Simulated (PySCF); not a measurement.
## Nb: ionisation energy

Nb [Kr] 4d4 5s1 (6D) → Nb⁺ [Kr] 4d4 (5D), as a difference of total energies. Calculation: PySCF 2.14, in aug-cc-pVTZ-DK (9s8p6d3f2g, 102 functions); the spin-free X2C one-electron Hamiltonian (Gaussian nucleus). Correlated levels: valence: [Kr] frozen. The calculations carry no spin-orbit coupling.

| method | ionisation energy (eV) |
| --- | --- |
| UHF | 5.991 |
| LDA | 7.346 |
| PBE0 | 6.892 |
| revPBE | 7.054 |
| MP2 (valence) | 6.463 |
| SCS-MP2 (valence) | 6.148 |

Task: Estimate what CAM-B3LYP gives.

Result: 6.701 eV, closest to PBE0 among the rows shown.

Task: Estimate what MN15 gives.

Result: 6.646 eV, closest to MP2 (valence) among the rows shown.

Errors of the correlated levels include the incompleteness of this basis and the frozen core.

For comparison: 6.776 eV (measured; NIST levels, between the centres of gravity of the two terms).
